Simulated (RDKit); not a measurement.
RDKit input (MMFF94):

```python
from rdkit import Chem
from rdkit.Chem import AllChem, rdDetermineBonds

mol = Chem.MolFromXYZFile('mol.xyz')
rdDetermineBonds.DetermineBonds(mol, charge=0)
print('SMILES', Chem.MolToSmiles(Chem.RemoveHs(mol)))
ff = AllChem.MMFFGetMoleculeForceField(mol, AllChem.MMFFGetMoleculeProperties(mol))
e0 = ff.CalcEnergy()
flag = ff.Minimize(maxIts=5000, forceTol=1e-5)
print(f'energy {e0:.4f} -> {ff.CalcEnergy():.4f} kcal/mol, converged: {flag == 0}')
print(Chem.MolToXYZBlock(mol))
```
mol.xyz:
```
3

S      0.00303800    -0.00614200     0.36569200
O      0.01672100     1.24449300    -0.34505600
O     -0.02279600    -1.23220800    -0.38632800
```

Output:

```
SMILES O=[S+][O-]
energy 50.8169 -> 0.0000 kcal/mol, converged: True
3

S      0.004096   -0.005526    0.488026
O      0.018434    1.387950   -0.409882
O     -0.025567   -1.376282   -0.443836
```

The geometry given is a B3LYP-D3(BJ)/def2-TZVP minimum.
